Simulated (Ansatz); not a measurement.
The same path of CH8GeN2Si (13 atoms, charge 0, multiplicity 1) was run twice with different band settings. Lost on the way: Si4–H10. Made: N5–H10.

These are results of Ansatz, RHF/def2-SVP, not measurements.

Relaxed end points:

```xyz
13
Properties=species:S:1:pos:R:3
N 0.878 1.339 1.218
C -0.370 1.489 1.169
Ge -1.437 0.224 0.074
Si 0.095 -1.534 -0.563
N 1.543 -0.907 -1.256
H 1.326 2.035 1.799
H -0.866 2.301 1.716
H -2.643 -0.234 0.917
H -2.004 1.020 -1.119
H -0.544 -2.420 -1.567
H 0.362 -2.325 0.662
H 1.662 -0.865 -2.248
H 2.017 -0.159 -0.785
```

```xyz
13
Properties=species:S:1:pos:R:3
N 0.979 1.196 0.800
C -0.255 1.332 1.024
Ge -1.606 0.217 0.050
Si -0.648 -1.865 -0.864
N 1.192 -1.022 -1.133
H 1.548 1.826 1.346
H -0.597 2.080 1.751
H -2.740 -0.028 1.069
H -2.194 1.205 -0.986
H 1.901 -1.733 -1.042
H -0.222 -2.333 0.514
H 1.282 -0.630 -2.057
H 1.379 -0.280 -0.455
```

Common settings: spring 5.0 eV/Å²; optimiser quadratic models (default); start path through a guess of the saddle point; force threshold 0.05 eV/Å; iteration limit 60; end points relaxed.

| run | movable images | climbing image |
| --- | --- | --- |
| 1 | 5 | yes |
| 2 | 6 | no |

Question: What does each run give, and how far can it be trusted?

Answer: Run 1: converged after 19 iterations, highest image 3.845 eV above the first end. Neighbouring images differ by up to 2.8 eV, so the band resolves the path poorly. A vibrational analysis at the climbing image gives one clearly imaginary mode, 2092i cm⁻¹: a first-order saddle point.
Run 2: converged after 52 iterations, highest image 1.262 eV above the first end. The profile has 3 maxima (images 1, 4, 6) with wells between them (images 2, 5): this band takes more than one step, which may be the mechanism or a detour left from its start path. A structure lower than the first end lies on the path between it and the top, so the climb from that side starts below the end, which may itself be a saddle point or a shallow side well. Neighbouring images differ by up to 1.3 eV, so the band resolves the path poorly. No image climbed, so the highest image needn't sit at the top of the path.
The orbitals stay closed-shell, which can raise the energy where a bond breaks towards radicals; this wasn't checked here.
